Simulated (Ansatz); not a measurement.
Job for Ansatz (a first-principles code): R-CCSD(T)/aug-cc-pVDZ on C2H9NO (a complex), monomers drawn apart or pushed together.

Ansatz 0.2 input:
```yaml
crystal:
  periodic: [false, false, false]
  atoms:
    - {symbol: N, position_ang: [0.49795289, -0.02044772, 0.16661701]}
    - {symbol: H, position_ang: [-0.03699486, 0.56946930, -0.46040895]}
    - {symbol: H, position_ang: [0.69134597, -0.88317748, -0.32899564]}
    - {symbol: H, position_ang: [-0.09862455, -0.24790276, 0.95762319]}
    - {symbol: C, position_ang: [-0.59778810, 1.19639487, 5.04783600]}
    - {symbol: O, position_ang: [-0.72280918, -0.19948679, 4.85445055]}
    - {symbol: C, position_ang: [0.44342155, -0.89859831, 5.24502896]}
    - {symbol: H, position_ang: [0.22249551, 1.60586112, 4.44706248]}
    - {symbol: H, position_ang: [-0.41959533, 1.43362001, 6.10408643]}
    - {symbol: H, position_ang: [-1.53600525, 1.65252276, 4.73504184]}
    - {symbol: H, position_ang: [1.30976940, -0.58245631, 4.65257979]}
    - {symbol: H, position_ang: [0.25838940, -1.95840027, 5.07555863]}
    - {symbol: H, position_ang: [0.66102760, -0.73924110, 6.30850403]}
basis:
  gaussian:
    orbitals: aug-cc-pVDZ
magnetization: {spin_polarized: false}
correlation: {method: ccsd_t, electrons: outside_noble_gas}
scf: {lower_state_search: off}
```

It printed:

```
WARN ansatz: RAYON_NUM_THREADS=1 ignored (pool sized by the plan → 1); use --threads N
Functional definition: HF
these checks for a lower state are left out or cut short: stability, starts, cluster_reference, orbital_swaps, neighbouring_geometries, increment
integrals: 0.63 GiB planned
1676 factors; integrals over basis functions are off by at most 8.4e-4 eV
mean field: 0.53 GiB planned
mean field evaluation 1: about -5718.1869 eV, gradient 4.2e1 eV
mean field evaluation 2: about -5718.2376 eV, gradient 4.3e1 eV
mean field evaluation 4: about -5722.3121 eV, gradient 3.9e0 eV
mean field evaluation 8: about -5722.3579 eV, gradient 2.7e-1 eV
mean field -5722.35821116 eV, -210.2927855064 hartree, gradient 6.3e-6 eV, S^2 0.000000; 0 other end points of the search recorded, 0 dependent functions left out
4 core orbitals not correlated
reference -5722.35821116 eV, -210.2927855064 hartree; 14, 14 occupied and 155, 155 virtual orbitals, 1676 factors
second order -19.17029138 eV of doubles, -0.00000000 eV of singles
coupled cluster: 1.97 GiB planned
cycle   1  -19.99319413 eV  change   -8.2e-1 eV  update   9.4e-2
cycle   2  -20.48177024 eV  change   -4.9e-1 eV  update   2.7e-2
cycle   3  -20.59908244 eV  change   -1.2e-1 eV  update   1.3e-2
cycle   4  -20.59798462 eV  change    1.1e-3 eV  update   2.9e-3
cycle   5  -20.59734771 eV  change    6.4e-4 eV  update   1.2e-3
cycle   6  -20.59776985 eV  change   -4.2e-4 eV  update   3.8e-4
cycle   7  -20.59766165 eV  change    1.1e-4 eV  update   1.4e-4
cycle   8  -20.59759886 eV  change    6.3e-5 eV  update   4.9e-5
cycle   9  -20.59759611 eV  change    2.8e-6 eV  update   2.0e-5
perturbative correction -0.59038394 eV, -0.0216962095 hartree
Total energy: -5743.54619120 eV, -211.0714294113 hartree
Checks for a lower state left out: stability, starts, cluster_reference, orbital_swaps, neighbouring_geometries, increment
```

Self-consistency was reached.

Cost: very roughly 80 core-seconds.
